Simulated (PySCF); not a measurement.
CH8OSi2.
SMILES with atom numbers: `[CH3:1][SiH2:2][O:3][SiH3:4]` (hydrogens: H5, H6, H7 on C1; H8, H9 on Si2; H10, H11, H12 on Si4)

Structure used (PBE0-D3(BJ)/def2-SVP), in Å, numbered top down from 1:
```
atom  x, y, z in Å
C1     1.913   -0.501    0.252
Si2    0.712    0.744   -0.454
O3    -0.829    0.418    0.046
Si4   -2.193   -0.174    0.748
H5     1.661   -1.522   -0.073
H6     2.938   -0.278   -0.086
H7     1.905   -0.479    1.353
H8     0.743    0.705   -1.947
H9     1.074    2.123   -0.004
H10   -1.865   -1.348    1.614
H11   -2.828    0.884    1.589
H12   -3.158   -0.605   -0.306
```

Computed, not measured: PBE0-D3(BJ)/def2-SVP geometry optimisation, gas phase in PySCF.

Masses are those of the commonest isotopes; rigid-rotor values at the optimised geometry. 

(1) What are A, B and C (MHz)?

(2) Classify the top.

(3) What does the inertial defect say?

(4) Give the other two planar moments, Paa and Pbb, and the rms extents of the mass along the axes.

(5) List the rotational levels J(Ka,Kc) to J = 2 (K).

(6) Which types of transition are allowed, and where do some lines up to J = 4 fall?

## Answers

(1) Ia = 47.25, Ib = 252.77, Ic = 284.90 u·Å²; 505379 MHz·u·Å²/I gives A = 10697, B = 1999, C = 1774 MHz.

(2) A near-prolate asymmetric top; Ray's κ = -0.949.

(3) Not planar: Δ = Ic − Ia − Ib = -15.12 u·Å². For a rigid frame Δ = −2 Σ m c², so Σ m c² = 7.56 u·Å² lies off the ab plane, practically all of it from hydrogen. The atom farthest from that plane is 1.23 Å away.

(4) Paa = Σ m a² = (Ib + Ic − Ia)/2 = 245.21 and Pbb = Σ m b² = (Ia + Ic − Ib)/2 = 39.69 u·Å². With the mass M = 92.01 u, the rms extents √(P/M) along a, b and c are 1.63, 0.66, 0.29 Å.

(5) Above 0(0,0), as E/k:
J = 1: 1(0,1) 0.181, 1(1,1) 0.599, 1(1,0) 0.609
J = 2: 2(0,2) 0.543, 2(1,2) 0.950, 2(1,1) 0.982, 2(2,1) 2.235, 2(2,0) 2.235

(6) The dipole components are |μa| = 0.53 D, |μb| = 0.80 D, |μc| = 0.01 D. Intensities carry the squares of the components, which stand as 0.44 : 1.00 : 0.00 (a : b : c). Some lines, for components of 0.1 D or more:

```tsv
type	branch	J(Ka,Kc)	MHz	lower level (cm⁻¹)
a	Q	2(1,1) ← 2(1,2)	676	0.660
b	R	3(0,3) ← 2(1,2)	2826	0.660
a	R	1(0,1) ← 0(0,0)	3773	0.000
a	R	2(0,2) ← 1(0,1)	7542	0.126
b	Q	1(1,0) ← 1(0,1)	8923	0.126
b	Q	2(1,1) ← 2(0,2)	9153	0.377
b	Q	3(1,2) ← 3(0,3)	9506	0.754
b	Q	4(1,3) ← 4(0,4)	9991	1.256
a	R	3(1,3) ← 2(1,2)	10979	0.660
a	R	3(2,2) ← 2(2,1)	11320	1.553
a	R	3(2,1) ← 2(2,0)	11337	1.553
a	R	3(1,2) ← 2(1,1)	11655	0.683
b	R	1(1,1) ← 0(0,0)	12471	0.000
a	R	4(0,4) ← 3(0,3)	15050	0.754
a	R	4(2,3) ← 3(2,2)	15090	1.931
a	R	4(3,1) ← 3(3,0)	15102	3.400
a	R	4(2,2) ← 3(2,1)	15133	1.931
b	R	4(1,4) ← 3(0,3)	22786	0.754
b	Q	3(2,1) ← 3(1,2)	25779	1.072
b	Q	3(2,2) ← 3(1,3)	27110	1.026
b	R	2(2,0) ← 1(1,1)	34094	0.416
b	R	3(2,2) ← 2(1,1)	37412	0.683
b	R	4(2,3) ← 3(1,2)	40847	1.072
b	Q	3(3,1) ← 3(2,2)	44054	1.931
b	Q	4(4,0) ← 4(3,1)	61664	3.904
```

Whether it is a minimum is left open (no frequencies). No vibrational averaging or centrifugal distortion is included, and the geometry carries the error of its method. A rigid rotor knows nothing of internal rotation, which can split or shift real lines.
